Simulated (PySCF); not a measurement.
An unknown is described by computed data only.

Formula: C4H9BrSi.

| Property | Result |
| --- | --- |
| Rotational structure | rotational constants A, B, C: 4.059, 0.988, 0.923 GHz [PBE0-D3(BJ)/def2-SVP] |
| Triplet | lowest triplet excitation (Tamm–Dancoff): 6.48 eV [TDA wB97X-D/def2-SVPD] |
| 13C NMR | chemical shifts (computed TMS as zero) by class: 31.0 (2 C), 21.0 (2 C) ppm [GIAO PBE/pcSseg-1] |
| 1H NMR | chemical shifts (computed TMS as zero) by class: 5.67 (1 H), 1.82 (2 H), 1.56 (2 H), 1.11 (2 H), 1.01 (2 H) ppm [GIAO PBE/pcSseg-1] |
| Valence photoelectron | vertical ionisation energy: 9.89 eV [ΔSCF wB97X-D/def2-SVPD] |
| XPS | Si2p3/2 107.0, C1s 290.1 (×2), C1s 290.7 (×2), Si1s 1846.8 eV [ΔSCF SCAN, pcX-2 on the ionised atom, pcseg-1 elsewhere, spin-free X2C, 2p3/2 from a spin–orbit splitting computed afterwards within the 2p shell] |

The electronic properties come from PySCF, for the isolated species, density fitting. Levels stand in brackets. One conformer (not necessarily the lowest) at the PBE0-D3(BJ)/def2-SVP geometry, without solvent, vibrations or thermal averaging. Relativistic effects, spin–orbit coupling among them, are left out (core-ionisation runs apart) although an element past zinc is present. Each NMR value is the plain mean over a class of atoms that symmetry, rotation or inversion makes alike.

Task: Give a SMILES that accounts for the data.

Result: Numbering: `[Br:1][SiH:2]1[CH2:3][CH2:4][CH2:5][CH2:6]1`. Its formula, C4H9BrSi, gives 1 degree of unsaturation: 1 ring and 0 π bonds in the structure found. 4 carbons fall into 2 classes; from least to most shielded: ring CH2 carbon [C4/C5] (31.0 ppm, 2 C), ring sp3 carbon bound to silicon [C3/C6] (21.0 ppm, 2 C). Hydrogen classes from least to most shielded: 1 H on an SiH silicon, Si2 (5.67 ppm), 2 H on 2 ring CH2 carbons, C4/C5 (1.82 ppm, a mean of values up to 0.7 ppm apart in this geometry), 2 H on 2 ring CH2 carbons, C4/C5 (1.56 ppm, a mean of values up to 0.9 ppm apart in this geometry), 2 H on 2 like atoms (sp3 carbon bound to silicon), C3/C6 (1.11 ppm, a mean of values up to 0.7 ppm apart in this geometry), 2 H on 2 like atoms (sp3 carbon bound to silicon), C3/C6 (1.01 ppm). The core levels belong to: Si2p3/2 107.0 eV, SiH silicon [Si2]; C1s 290.1 eV, sp3 carbon bound to silicon [C3/C6]; C1s 290.7 eV, ring CH2 carbon [C4/C5]; Si1s 1846.8 eV, SiH silicon [Si2]. One atom of each topological class was ionised and stands for its class. No core level of Br was computed. The first electron is taken from the HOMO, whose largest Löwdin shares are 0.49 on the bromine bonded to Si, 0.13 on an sp3 carbon bound to silicon, 0.12 on an sp3 carbon bound to silicon and 0.12 on the SiH silicon. The optimised geometry has point group C1 and is an asymmetric top. Structure: `Br[SiH]1CCCC1`. The assignments are read from this structure; whether some other isomer fits the data as well wasn't checked.
